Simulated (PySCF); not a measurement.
## Bond length, frequency and bond energy of RbO by level of theory

State: ²Π (doublet), unpaired electrons π ↑. Set-up: PySCF, scalar-relativistic core potentials, basis sets Rb def2-SVPD with ECP28, O def2-SVPD. De refers to Rb + O in their high-spin ground configurations, without counterpoise correction. The functionals are run spin-unrestricted. A positive dipole means Rb(−)O(+).

```tsv
Level	Re (Å)	ωe (cm⁻¹)	De (eV)	μ (D)
UHF	2.531	340	1.00	-10.35
UHF-MP2	2.537	333	2.55	n/a
UHF-SCS-MP2	2.541	332	2.52	n/a
UHF-CCSD	2.535	336	2.37	n/a
UHF-CCSD(T)	2.540	332	2.46	n/a
PBE	2.529	318	2.92	-8.97
BLYP	2.550	309	2.89	-9.04
r²SCAN	2.518	331	2.83	-9.59
TPSSh	2.513	332	2.73	-9.40
PBE0	2.503	338	2.64	-9.59
B2PLYP	2.526	332	2.66	-10.06
```

The bond length runs from 2.503 Å (PBE0) to 2.550 Å (BLYP). De spans 1.00 eV (UHF, mean field) to 2.92 eV (PBE, GGA). Correlation at CCSD(T) changes the Hartree–Fock bond energy by +1.46 eV; the triples alone change it by +0.09 eV.

Correlated steps freeze 1 core orbital. Correlated levels converge slowly with the basis: in double zeta they bind strong bonds too weakly, by up to about 1 eV, and carry superposition errors of some tenths. Spin–orbit coupling is left out. B2PLYP dipoles, levels and charges come from its SCF part alone. The state was picked by a PBE0 search and need not be the measured ground state.

The whole job (state search and all levels along the bond) took about 2.1 min on 1 thread of AMD EPYC 7R43 64-Core (shared host), peak memory 0.66 GiB.
